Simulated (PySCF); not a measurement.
**Two-component Hartree-Fock for Hg⁶³⁺ (mercury, charge +63)**

Start: [Ne] 3s2 3p5; 3p1/2 filled at m_j = -1/2, +1/2; 3p3/2 filled at m_j = -1/2, +1/2, +3/2. Calculated with PySCF 2.14 in an even-tempered Gaussian basis (17 s from 21 bohr⁻², ratio 2.4; 14 p from 27 bohr⁻², ratio 2.4; 4 d from 95 bohr⁻², ratio 2.6; 4 f from 140 bohr⁻², ratio 2.6): generalised Hartree-Fock with the X2C-1e Hamiltonian and a Gaussian nucleus; one run each with spin-orbit coupling (SO) switched off, then screened by Boettger's factors.

```csv
spinor shell,electrons,"ε, spin-free (eV)","ε, screened SO (eV)",weight of nominal j (screened SO),"rms radius, screened SO (bohr)"
1s1/2,2,-88635.5,-88599.2,1.000,0.0187
2s1/2,2,-19850.0,-19837.6,1.000,0.0747
2p1/2,2,-17822.5,-19254.0,1.000,0.0631
2p3/2,4,-17822.5,-17260.3,1.000,0.0709
3s1/2,2,-7826.6,-7822.3,1.000,0.181
3p1/2,2,-7224.1,-7593.1,1.000,0.171
3p3/2,3,-7224.1,-7075.6,1.000,0.184
```

```json
{"quantity": "E (hartree)", "spin-free": "-15157.80162", "screened SO": "-15194.17207"}
{"quantity": "M_J", "spin-free": "3/2", "screened SO": "3/2"}
{"quantity": "⟨J²⟩", "spin-free": "3.750", "screened SO": "3.750"}
{"quantity": "⟨L²⟩", "spin-free": "2.000", "screened SO": "2.065"}
{"quantity": "⟨S²⟩", "spin-free": "0.750", "screened SO": "0.816"}
```

Each row is a mean over spinors that exchange with the open shell spreads, by up to 31.076 eV (3s1/2).

Breit and QED terms are absent; they matter most for the inner s and p1/2 levels.

Densities and radii are taken from the X2C orbitals without a picture-change correction, which distorts them close to the nucleus.

Without spin-orbit coupling the j labels of p, d and f shells carry no meaning; the spin-free column gives the mean over the occupied spinors of each nl shell.
